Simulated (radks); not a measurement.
Values are calculated unless marked as measured or tabulated.
The sulfur ion S11+ is in [He] 2s2 2p(1/2: 1, 3/2: 0). Level of theory: Dirac Kohn-Sham, BLYP, spin-unpolarised, spherical densities, finite nucleus; Fermi nuclear charge, rms radius of each element as measured or else 0.836 A^(1/3) + 0.57 fm (a radial shooting solver on a logarithmic mesh with Libxc functionals). Sub-shells are occupied by j as written (lower j first in brackets). One electron is removed from 2s1/2, 1s1/2, 2p1/2 in turn, with full relaxation. Which removal costs least, and what does each cost?

Answer. 2p1/2 563.60 eV; 2s1/2 596.19 eV; 1s1/2 2993.0 eV. The 2p1/2 electron leaves first.
